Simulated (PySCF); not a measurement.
Working with the constants of BSe⁺

UHF-CCSD(T) constants of BSe⁺, ³Π (triplet), unpaired electrons σ ↑, π ↑ (B 6-31G(d,p), Se 6-31G(d,p); no relativity (PySCF 2.14); masses 11.0093 and 79.9165 u):

```
ωe              : 778.8 cm⁻¹
ωexe            : 6.54 cm⁻¹
Be              : 0.50224 cm⁻¹
αe              : 0.00465 cm⁻¹
D (centrifugal) : 8.36e-07 cm⁻¹
De to B⁺ + Se   : 2.19 eV
```

Task: Give the vibrational terms G(v) and spacings up to v = 6.

Result: G(v) = ωe(v+½) − ωexe(v+½)².

| v | G(v) (cm⁻¹) | G(v) − G(v−1) | Bv (cm⁻¹) |
| --- | --- | --- | --- |
| 0 | 388 |  | 0.4999 |
| 1 | 1153 | 766 | 0.4953 |
| 2 | 1906 | 753 | 0.4906 |
| 3 | 2646 | 740 | 0.4860 |
| 4 | 3372 | 726 | 0.4813 |
| 5 | 4086 | 713 | 0.4767 |
| 6 | 4786 | 700 | 0.4720 |

Task: How well does the Morse estimate ωe²/(4ωexe) reproduce De, and what is D0?

Result: It gives 2.87 eV, 131 % of the computed De. D0 = De − G(0) = 2.19 − 0.05 = 2.14 eV.

Correlated steps freeze 10 core orbitals. Correlated levels converge slowly with the basis: in double zeta they bind strong bonds too weakly, by up to about 1 eV, and carry superposition errors of some tenths. Spin–orbit coupling is left out. For an ion De counts to the pair picked by the measured ionisation energies or electron affinities, which need not be the lowest pair at this level. The state is the lowest determinant that a PBE0 search found; another state may lie lower at other levels.
